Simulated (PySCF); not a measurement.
# Excitation energy of Nb by level of theory

Nb [Kr] 4d4 5s1 (6D) → Nb [Kr] 4d3 5s2 (4F), as a difference of total energies. Calculation: PySCF 2.14, in x2c-TZVPPall (8s6p6d2f1g, 79 functions); the spin-free X2C one-electron Hamiltonian (Gaussian nucleus). Correlated levels: valence: [Kr] frozen; valence and next inner shell: [Ar] 3d10 frozen. The calculations carry no spin-orbit coupling.

**Question.** Order these methods by the excitation energy they give, lowest first.
A. wB97M-V
B. r2SCAN
C. SCS-MP2 (valence and next inner shell)
D. M06

**Answer.** D (-0.243 eV), C (-0.043 eV), A (0.304 eV), B (1.038 eV).

Errors of the correlated levels include the incompleteness of this basis and the frozen core.

For comparison: 0.184 eV (measured; NIST levels, between the centres of gravity of the two terms).
